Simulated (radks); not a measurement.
All-electron atom: Ag in [Kr] 4d10 5s1. Calculated with a radial shooting solver on a logarithmic mesh with Libxc functionals: non-relativistic Kohn-Sham, PBE, spin-polarised, spherical densities, point nucleus; open shells are filled with parallel spins first (spin-orbit coupling, left out, can overturn this in heavy ions); relativity is left out, which matters for an element this heavy.

Unscreened Slater integrals over Kohn-Sham orbitals (eV). They are taken over the spin-up orbitals.

integral,value
"F0(5s,5s)",7.4534
"F0(5s,4d)",9.3697
"G2(5s,4d)",1.3604
"F0(5s,4p)",9.6650
"G1(5s,4p)",0.43754
"F0(5s,4s)",9.7110
"G0(5s,4s)",0.29203
"F0(4d,4d)",17.730
"F2(4d,4d)",8.5884
"F4(4d,4d)",5.5440
"F0(4d,4p)",20.315
"F2(4d,4p)",9.8181
"G1(4d,4p)",12.326
"G3(4d,4p)",7.4909
"F0(4d,4s)",20.841
"G2(4d,4s)",9.1205
"F0(4p,4p)",24.137
"F2(4p,4p)",12.633
"F0(4p,4s)",24.989
"G1(4p,4s)",17.028
"F0(4s,4s)",25.941
